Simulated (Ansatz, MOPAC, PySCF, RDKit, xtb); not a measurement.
Two conformers of C3H7B (SMILES BCC=C), B3LYP-D3(BJ)/def2-TZVP minima.
Conformer 1 (charge 0, multiplicity 1):
```csv
atom,x (Å),y (Å),z (Å)
B,1.3193,0.3278,-0.2250
C,0.4148,-0.9116,-0.5339
C,-0.5582,-0.3686,0.4808
C,-1.3488,0.6880,0.2644
H,1.9987,0.3498,0.7535
H,1.2770,1.2811,-0.9373
H,-0.0049,-0.9463,-1.5367
H,0.7921,-1.8862,-0.2348
H,-0.5028,-0.7846,1.4807
H,-1.4173,1.1532,-0.7112
H,-1.9701,1.0973,1.0502
```
Conformer 2 (charge 0, multiplicity 1):
```xyz
11

B     -1.7428    -0.4263    -0.0675
C     -0.3359    -0.5898    -0.7092
C      0.5600     0.6085    -0.7121
C      1.7972     0.6382    -0.2329
H     -2.2474     0.6504     0.0350
H     -2.3654    -1.3891     0.2617
H     -0.6352    -0.8263    -1.7529
H      0.1893    -1.4858    -0.3671
H      0.1294     1.5202    -1.1181
H      2.3862     1.5460    -0.2403
H      2.2645    -0.2458     0.1870
```

No zero-point or thermal terms.

The state reached by PM7 isn't checked; PM7 holds dispersion and hydrogen-bond terms.

Programs: Ansatz (Gaussian orbitals); MOPAC for PM7 (differences of heats of formation); PySCF for the dispersion terms; RDKit for the force fields; xtb for the GFN methods. Values without a source in brackets are computed.

### Question
One of these levels gives -1.42 kcal/mol for the electronic energy of conformer 2 less that of conformer 1. Name it.
A) GFN-FF
B) PBE-D3(BJ)/def2-TZVPP
C) UFF
D) PM7

### Answer
D, PM7. The others give -22.79 (UFF), -3.66 (GFN-FF), 2.84 (PBE-D3(BJ)/def2-TZVPP)

Ansatz is a program for electronic structure.
